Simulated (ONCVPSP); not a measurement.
## Transferability test, ONCV potential for La (Z = 57)

La, optimised norm-conserving Vanderbilt (ONCV), made with ONCVPSP 4.0.1 (PBE, fully relativistic). Core [Kr] 4d10, reference 5s2 5p6 5d1 6s2. Waves: 5s+6s: rc 3.00 bohr, ncon 5, nbas 8, qcut 4.6 1/bohr, 2 projectors; 5p: rc 2.10 bohr, ncon 3, nbas 7, qcut 4.1 1/bohr, 2 projectors, debl 3.8 Ha; 5d: rc 3.60 bohr, ncon 3, nbas 8, qcut 3.9 1/bohr, 2 projectors, debl 4 Ha; f scattering state at 0.03 Ha: rc 3.85 bohr, ncon 4, nbas 8, qcut 2.8 1/bohr, 1 projector. Local part: polynomial inside 1.65 bohr (lpopt 3, dvloc0 4 Ha). Core correction: Teter function, fcfact 5.25, rcfact 1.2.

Open shells are filled in proportion to 2j + 1.

In the f channel the program set the typed energies aside and used -0.155 Ha (j = l + 1/2; the other j can differ).

Energies are relative to the spin-unpolarised reference configuration 5s2 5p6 5d1 6s2; without spin polarisation the order of configurations can differ from experiment.

```tsv
valence configuration	charge	ΔE all-electron (eV)	error AE − PS (meV)
5s2 5p6 5d0 6s0	+3	35.790	+29
5s2 5p6 5d2 6s0	+1	6.038	-4.2
```

(1) What are ΔE and the potential's error for 5s2 5p6 5d1 6s1?

(2) What are ΔE and the potential's error for 5s2 5p6 5d1 6s0?

Results:

(1) ΔE = 5.966 eV all-electron; the error (AE − PS) is -5.3 meV.

(2) ΔE = 16.852 eV all-electron; the error (AE − PS) is -32 meV.
